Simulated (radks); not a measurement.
The numbers below are computed, except where a source is named.
In28+, configuration [Ar] 3d3. Code: a radial shooting solver on a logarithmic mesh with Libxc functionals. Model: Dirac Kohn-Sham, exchange-only PBE, spin-unpolarised, spherical densities, finite nucleus; open shells fill j = l - 1/2 first; Fermi nuclear charge, rms radius 4.6156 fm. Some entries of the table are withheld. Estimate them.

orbital,occ.,eigenvalue (Ry),<1/r> (bohr^-1),<r> (bohr)
1s1/2,2,-2131.056,51.86,0.02971
2s1/2,2,-395.9895,12.08,0.1273
2p1/2,2,-376.0613,(1),0.1077
2p3/2,4,-360.3983,(2),0.1129
3s1/2,2,-135.9479,4.597,0.3246
3p1/2,2,-128.3542,(3),0.3118
3p3/2,4,-124.9357,(4),0.3205
3d3/2,3,-112.7163,4.205,0.2838
3d5/2,0,-111.9512,4.155,0.2865

Answer. 
(1) 2p1/2 <1/r> (bohr^-1): 12.04
(2) 2p3/2 <1/r> (bohr^-1): 11.25
(3) 3p1/2 <1/r> (bohr^-1): 4.526
(4) 3p3/2 <1/r> (bohr^-1): 4.331
